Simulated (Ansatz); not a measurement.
`N[SiH](F)[Si](N)(Cl)Cl` + H₂O → `N[Si](O)(Cl)Cl` + `N[SiH2]F`  (formal hydrolysis of the Si–Si bond)

Calculated with Ansatz (gas phase, PBE0-D4/def2-TZVP geometries, no zero-point term in ΔE). CCSD(T)/CBS adds triple-zeta CCSD(T) − MP2 to the extrapolated MP2 energy (def2 sets, frozen cores). This one scheme is used for every species. DFT in def2-TZVPP. Each species was taken in one conformer, which may not be the lowest.

CCSD(T)/CBS gives -27.8 kcal/mol.

Another level gave -30.1 kcal/mol. Which?
A. CCSD(T)/def2-TZVPP
B. ωB97X-V/def2-TZVPP
C. PBE0/def2-TZVPP
D. CCSD/def2-TZVPP

D. CCSD/def2-TZVPP -30.1, PBE0 -26.1, ωB97X-V -28.0, CCSD(T)/def2-TZVPP -29.1 kcal/mol.

Largest T1 diagnostic among the species: 0.011.

In def2-TZVPP, CCSD(T) changes the Hartree–Fock value by +6.5 kcal/mol (the triples alone add +1.0 kcal/mol) and MP2 by +5.4 kcal/mol. The D4 term adds +3.0 kcal/mol with B3LYP and +1.8 kcal/mol with PBE0; it sums over pairs of atoms, weighted by their polarisabilities, and B3LYP, whose exchange is more repulsive, gets the larger term. From PBE to PBE0 (25 % exact exchange), in def2-TZVPP and without D4, ΔE moves by −2.2 kcal/mol.

B3LYP here is the variant with VWN-RPA as its local correlation; programs differ in this.
